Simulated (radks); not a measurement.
Ionisation ladder of praseodymium, from Pr XLV to Pr LIX. Each ion is in the ground configuration listed by NIST, and IE = E(next ion) - E(this ion), with E = 0 for the bare nucleus. Calculated with a radial shooting solver on a logarithmic mesh with Libxc functionals: Dirac Kohn-Sham, relativistic LDA (MacDonald-Vosko exchange, VWN5 correlation), spin-unpolarised, spherical densities, finite nucleus; open shells fill j = l - 1/2 first; Fermi nuclear charge, rms radius 4.8919 fm.

species    configuration  IE, Delta-SCF (eV)  -e(HOMO) (eV)   HOMO  <r> HOMO (bohr)  IE, NIST (eV)    kind  error (eV)
Pr XLV      [Ne] 3s2 3p3              3511.7         3464.2  3p3/2            0.243           3512  theory        -0.3
Pr XLVI     [Ne] 3s2 3p2              3735.2         3685.7  3p1/2            0.232           3729  theory        +6.2
Pr XLVII    [Ne] 3s2 3p1              3834.3         3784.8  3p1/2            0.231           3832  theory        +2.3
Pr XLVIII       [Ne] 3s2              4038.2         3992.4  3s1/2            0.243           4030  theory        +8.2
Pr XLIX         [Ne] 3s1              4126.8         4083.7  3s1/2            0.242           4130  theory        -3.2
Pr L                [Ne]              9374.8         9245.2  2p3/2           0.0904           9378  theory        -3.2
Pr LI       [He] 2s2 2p5              9635.4         9504.7  2p3/2           0.0897           9632  theory        +3.4
Pr LII      [He] 2s2 2p4              9897.9         9766.4  2p3/2           0.0890           9913  theory       -15.1
Pr LIII     [He] 2s2 2p3             10162.1        10029.8  2p3/2           0.0883          10175  theory       -12.9
Pr LIV      [He] 2s2 2p2             10969.5        10827.3  2p1/2           0.0820          10959  theory       +10.5
Pr LV       [He] 2s2 2p1             11253.7        11111.7  2p1/2           0.0814          11262  theory        -8.3
Pr LVI          [He] 2s2             11648.1        11533.3  2s1/2           0.0975          11641  theory        +7.1
Pr LVII         [He] 2s1             11866.1        11761.3  2s1/2           0.0970        11895.9  theory       -29.8
Pr LVIII            [He]               48578          48063  1s1/2           0.0240        48571.7  theory        +6.6
Pr LIX               1s1               49555          49088  1s1/2           0.0239        49722.4  theory      -167.3

Reference values: NIST Atomic Spectra Database (exp. = measured, semi-emp. = semi-empirical, theory = theoretical value adopted there). The ionisation energy per charge of the ion left behind rises most, in proportion, at Pr LVIII ([He]), from 208.18 to 837.56 eV. Spin polarisation and multiplet splitting are left out, so open shells lie too high by an amount that depends on their filling.

Beside tabulated values, note that spin-unpolarised runs miss the spin-polarisation part of the exchange energy of open shells.
